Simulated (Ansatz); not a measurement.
Reaction (ligand exchange at a Ge–N bond): `[SiH3][SiH2][NH][GeH3]` + `O[AsH2]` → `O[AsH][GeH3]` + `N[SiH2][SiH3]`

Calculated with Ansatz (gas phase, PBE0-D4/def2-TZVP geometries, no zero-point term in ΔE). CBS: MP2 limit from def2 TZ/QZ plus the TZ coupled-cluster correction, frozen cores. This one scheme is used for every species. DFT in def2-TZVPP. For As, Ge outer-core shells are correlated without core-valence functions, which leaves a few kJ/mol of doubt a bond. Scalar relativity is left out up to krypton. One conformer a species, not always the lowest.

| level | ΔE (kcal/mol) | difference from CCSD(T)/CBS |
| --- | --- | --- |
| PBE-D4 | -8.6 | -3.4 |
| revPBE-D4 | -7.8 | -2.6 |
| BLYP-D4 | -7.3 | -2.1 |
| CAM-B3LYP-D4 | -5.4 | -0.2 |
| PBE | -9.0 | -3.8 |
| LC-ωPBE | -5.8 | -0.6 |
| RPA@PBE/def2-TZVPP | -3.2 | 2.0 |
| MP2/def2-SVP | -2.1 | 3.1 |
| SCS-MP2/def2-QZVPP | -3.7 | 1.5 |
| CCSD/CBS(def2) | -5.1 | 0.1 |
| CCSD(T)/CBS | -5.2 | 0 |

Largest T1 diagnostic among the species: 0.012.

At CCSD(T), def2-SVP lies +3.1 kcal/mol from the extrapolated value and def2-TZVPP +0.9 kcal/mol. From BLYP to BHLYP (50 % exact exchange), in def2-TZVPP and without D4, ΔE moves by +2.4 kcal/mol. In def2-TZVPP, CCSD(T) changes the Hartree–Fock value by −1.2 kcal/mol (the triples alone add −0.1 kcal/mol) and MP2 by −1.2 kcal/mol.
